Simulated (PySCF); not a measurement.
CH₃ClF₂Si, SMILES Cl[Si](F)(F)C.

Geometry optimised at PBE-D3(BJ)/def2-SVP.

Method: PBE-D3(BJ)/def2-SVP run with PySCF.

Frequencies are harmonic and unscaled.

Computed normal modes with their intensities:
```csv
mode,ν (cm⁻¹),IR (km/mol),moving atoms (share of kinetic energy)
1,129,0.0,H 98 %
2,173,0.3,"C 31 %, H 22 %, Cl 21 %, F 21 %"
3,191,0.4,"F 64 %, C 14 %, H 11 %, Cl 10 %"
4,245,4.4,"F 42 %, Si 24 %, H 14 %, Cl 12 %"
5,282,14.8,"F 55 %, Cl 28 %, Si 8 %"
6,319,34.7,"F 59 %, Si 21 %, C 13 %"
7,525,59.4,"Cl 38 %, Si 27 %, F 14 %, C 14 %"
8,712,46.7,"C 31 %, H 27 %, Si 22 %, F 17 %"
9,761,3.8,"H 69 %, C 21 %, F 10 %"
10,786,131.3,"H 53 %, C 22 %, Si 21 %"
11,888,168.7,"Si 45 %, F 43 %"
12,949,159.0,"Si 50 %, F 44 %"
13,1233,37.9,"H 76 %, C 23 %"
14,1373,6.1,H 96 %
15,1376,2.9,H 96 %
16,2990,0.3,H 97 %
17,3094,0.1,"H 91 %, C 9 %"
18,3098,0.0,"H 91 %, C 9 %"
```
